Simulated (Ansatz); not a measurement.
Basis sets compared for [Cu(PH3)3]+ (CuP3H9⁺). Total charge 1; singlet. Geometry B3LYP-D4/def2-SVP. Ansatz on 4 threads of Arm Neoverse N1 on a shared host; times are rough, and most runs start from earlier orbitals.

```tsv
atom	x (Å)	y (Å)	z (Å)
Cu1	0.000	-0.001	-0.002
P2	1.012	2.051	0.352
H3	0.729	3.162	-0.481
H4	2.427	2.095	0.296
H5	0.828	2.673	1.612
P6	-1.395	-0.305	-1.824
H7	-0.904	0.052	-3.105
H8	-2.605	0.434	-1.844
H9	-1.918	-1.583	-2.143
P10	0.386	-1.747	1.469
H11	0.903	-2.955	0.939
H12	-0.732	-2.278	2.162
H13	1.269	-1.598	2.568
```

```
           level  functions  energy (Eh)  HOMO (eV)  LUMO (eV)  wall time
 PBE-D4/def2-SVP        130   -2668.5076      -9.83      -5.36      2.1 s
PBE0-D4/def2-SVP        130   -2668.6140     -11.33      -4.42      3.2 s
```

Q: Estimate the rows for PBE-D4/def2-TZVP, PBE0-D4/def2-TZVP.

A: 
```
            level  functions  energy (Eh)  HOMO (eV)  LUMO (eV)  wall time
 PBE-D4/def2-TZVP        210   -2669.1213     -10.21      -5.92      3.5 s
PBE0-D4/def2-TZVP        210   -2669.2129     -11.59      -5.01      6.5 s
```
